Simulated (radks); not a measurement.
Task: The mean radii <r> (bohr) of the occupied orbitals of an atom or ion are listed with their occupations. All-electron calculation, scalar-relativistic Kohn-Sham, PBEsol, spin-unpolarised, spherical densities, point nucleus. Program: a radial shooting solver on a logarithmic mesh with Libxc functionals.

orbital  occ.      <r>
1s          2  0.04703
2s          2   0.2102
2p          6   0.1838
3s          2   0.6246
3p          6   0.6468
3d         10   0.7247
4s          1    1.844

Name the element and its charge.

Result: Z = 32, germanium, charge +3: Ge3+ in [Ar] 3d10 4s1. The 1s radius gives Z: for a bare nucleus <r> = (2 gamma + 1)/(2Z) with gamma = sqrt(1 - (Z/c)^2), 0.04601 bohr for Z = 32, and screening makes it slightly larger (0.04703 here). The occupations add up to 29, and the charge is Z minus that.
